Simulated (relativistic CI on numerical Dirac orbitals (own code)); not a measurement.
**Eu²⁷⁺: computed level list**

Method of calculation: Dirac-Coulomb-Breit CI, orbitals from a KLI potential per configuration, model QED, unscaled Slater integrals (own radial code, finite nucleus).

Configurations in the expansion (outside the closed core [Ar] 3d10): 4s²4p⁶, 4s²4p⁵4d, 4s4p⁶4d, 4s²4p⁵4f, 4s4p⁶4f, 4s²4p⁵5s, 4p⁶4d4f, 4s²4p⁵5p, 4p⁶4d², 4p⁵4d³, 4p⁵4d²4f, 4p⁵4d²5s, 4p⁵4d²5p, 4p⁶4f², 4p⁵4d4f², 4p⁵4f³, 4p⁵4f²5s, 4p⁵4f²5p. Double excitations out of closed p, d and f shells are left out; levels of such configurations are missing from the list, as are those of other unlisted configurations, and high levels can miss mixing partners.

| No. | Configuration | Term | J | E (10³ cm⁻¹) | % | Next component (%) | Landé g | Lifetime (s) |
| --- | --- | --- | --- | --- | --- | --- | --- | --- |
| 1 | 4s²4p⁶ | ¹S | 0 | 0.0 | 100 |  |  |  |
| 2 | 4s²4p⁵4d | ³P° | 0 | 889.7 | 100 |  |  |  |
| 3 | 4s²4p⁵4d | ³P° | 1 | 912.7 | 81 | 18 ³D° | 1.312 | 1.22e-08 |
| 4 | 4s²4p⁵4d | ³F° | 3 | 936.9 | 62 | 29 ¹F° | 1.078 | 9.66e-02 |
| 5 | 4s²4p⁵4d | ³D° | 2 | 944.9 | 52 | 22 ³P° | 1.130 | 1.92e-03 |
| 6 | 4s²4p⁵4d | ³F° | 4 | 975.7 | 100 |  | 1.248 | 1.36e-03 |
| 7 | 4s²4p⁵4d | ¹D° | 2 | 992.0 | 48 | 40 ³P° | 1.163 | 1.37e-04 |
| 8 | 4s²4p⁵4d | ³D° | 3 | 1028.5 | 67 | 33 ¹F° | 1.221 | 1.65e-04 |
| 9 | 4s²4p⁵4d | ³D° | 1 | 1108.5 | 64 | 21 ¹P° | 0.752 | 4.50e-12 |
| 10 | 4s²4p⁵4d | ³F° | 2 | 1230.2 | 68 | 26 ¹D° | 0.782 | 2.15e-06 |
| 11 | 4s²4p⁵4d | ³D° | 2 | 1298.2 | 43 | 37 ³P° | 1.247 | 2.21e-06 |
| 12 | 4s²4p⁵4d | ¹F° | 3 | 1312.6 | 38 | 37 ³F° | 1.111 | 1.80e-06 |
| 13 | 4s²4p⁵4d | ¹P° | 1 | 1404.7 | 79 | 17 ³D° | 0.928 | 6.03e-13 |
| 14 | 4s4p⁶4d | ³D | 1 | 1862.9 | 87 | 13 4s²4p⁵4f ³D | 0.497 | 5.28e-12 |
| 15 | 4s4p⁶4d | ³D | 2 | 1883.8 | 84 | 11 4s²4p⁵4f ³D | 1.154 | 4.36e-12 |
| 16 | 4s4p⁶4d | ³D | 3 | 1932.3 | 89 | 9 4s²4p⁵4f ³D | 1.327 | 4.11e-12 |
| 17 | 4s4p⁶4d | ¹D | 2 | 2015.2 | 94 | 3 ³D | 1.006 | 2.91e-12 |
| 18 | 4s²4p⁵4f | ³G | 5 | 2141.2 | 100 |  | 1.198 | 3.20e-12 |
| 19 | 4s²4p⁵4f | ³G | 4 | 2144.2 | 61 | 34 ¹G | 1.041 | 2.87e-12 |
| 20 | 4s²4p⁵4f | ³D | 1 | 2149.8 | 87 | 13 4s4p⁶4d ³D | 0.497 | 1.34e-12 |
| 21 | 4s²4p⁵4f | ³D | 2 | 2162.7 | 65 | 23 ³F | 1.046 | 1.52e-12 |
| 22 | 4s²4p⁵4f | ³F | 3 | 2166.0 | 41 | 30 ³G | 0.965 | 2.60e-12 |
| 23 | 4s²4p⁵4f | ³D | 3 | 2180.0 | 42 | 33 ¹F | 1.174 | 1.90e-12 |
| 24 | 4s²4p⁵4f | ³F | 4 | 2185.3 | 65 | 31 ¹G | 1.163 | 2.98e-12 |
| 25 | 4s²4p⁵4f | ¹D | 2 | 2213.7 | 56 | 35 ³F | 0.897 | 2.99e-12 |
| 26 | 4s²4p⁵4f | ³G | 3 | 2447.1 | 67 | 21 ¹F | 0.838 | 2.79e-12 |
| 27 | 4s²4p⁵4f | ³D | 3 | 2469.8 | 46 | 32 ³F | 1.184 | 2.36e-12 |
| 28 | 4s²4p⁵4f | ³G | 4 | 2470.4 | 35 | 35 ¹G | 1.090 | 3.12e-12 |
| 29 | 4s²4p⁵4f | ¹D | 2 | 2492.6 | 43 | 41 ³F | 0.886 | 2.77e-12 |
| 30 | 4s4p⁶4f | ³F° | 2 | 3118.0 | 100 |  | 0.664 | 1.43e-12 |
| 31 | 4s4p⁶4f | ³F° | 3 | 3121.9 | 97 | 3 ¹F° | 1.079 | 1.42e-12 |
| 32 | 4s4p⁶4f | ³F° | 4 | 3129.5 | 100 |  | 1.248 | 1.45e-12 |
| 33 | 4s4p⁶4f | ¹F° | 3 | 3160.5 | 97 | 3 ³F° | 1.000 | 1.40e-12 |
| 34 | 4s²4p⁵5s | ³P° | 2 | 3222.7 | 100 |  | 1.498 | 2.03e-09 |
| 35 | 4s²4p⁵5s | ¹P° | 1 | 3234.3 | 64 | 36 ³P° | 1.177 | 9.04e-13 |
| 36 | 4s²4p⁵5p | ³P | 1 | 3488.6 | 44 | 42 ³S | 1.604 | 1.07e-12 |
| 37 | 4s²4p⁵5p | ³D | 2 | 3495.6 | 52 | 34 ¹D | 1.157 | 1.07e-12 |
| 38 | 4s²4p⁵5s | ³P° | 0 | 3530.9 | 100 |  |  | 1.90e-09 |
| 39 | 4s²4p⁵5s | ³P° | 1 | 3536.9 | 64 | 36 ¹P° | 1.318 | 1.98e-12 |
| 40 | 4s²4p⁵5p | ³D | 3 | 3611.9 | 100 |  | 1.332 | 1.23e-12 |
| 41 | 4s²4p⁵5p | ¹P | 1 | 3612.8 | 55 | 31 ³S | 1.259 | 1.27e-12 |
| 42 | 4s²4p⁵5p | ³P | 2 | 3630.6 | 67 | 32 ¹D | 1.336 | 1.21e-12 |
| 43 | 4s²4p⁵5p | ³P | 0 | 3670.7 | 51 | 49 ¹S |  | 1.31e-12 |
| 44 | 4s²4p⁵5p | ³D | 1 | 3800.4 | 71 | 26 ¹P | 0.664 | 1.09e-12 |
| 45 | 4p⁶4d² | ³F | 2 | 3831.3 | 82 | 15 ¹D | 0.728 |  |

Energies count from the lowest computed level; ° marks odd parity; lifetimes are radiative, by E1, M1, E2, M2, E3 decay to levels of this space only; some are left blank where a channel outside the calculation adds to the decay or the decay crosses a small, uncertain gap.

The mean weight of the leading LS term, summed over parents, in these 45 levels is 71 %, and that of the leading jj configuration (from the same eigenvectors) 93 %, so jj coupling describes them better and the LS labels are nominal.

At this charge energies of transitions that change n are usually good to better than 1 %, and those within a shell (Δn = 0) to a few per cent.

LS names give the leading component of a level, which can be under half, so a name can repeat, a term be missing and a line seem to break the LS rules.
